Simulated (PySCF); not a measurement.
SeF₂, SMILES F[Se]F. The structure is a stationary point at ωB97X-D3(BJ)/def2-TZVP.

Level of theory: PySCF with ωB97X-D3(BJ)/def2-TZVP.

Harmonic wavenumbers (cm⁻¹): 272, 697, 730. Rotational constants (GHz): 14.76, 7.990, 5.184; symmetry number 2.

Task: Work out the zero-point energy and the ideal-gas rigid-rotor harmonic-oscillator thermochemistry at 298.15 K and 1 atm.

Result: ZPE = ½ Σ hcν = ½ × 1699 cm⁻¹ = 2.43 kcal/mol. H − E(el) = 5.22 kcal/mol. Entropy in cal/(mol K): translation 40.19, rotation 22.40, vibration 2.17, total 64.75. G − E(el) = -14.09 kcal/mol. Cp = 11.28 cal/(mol K).
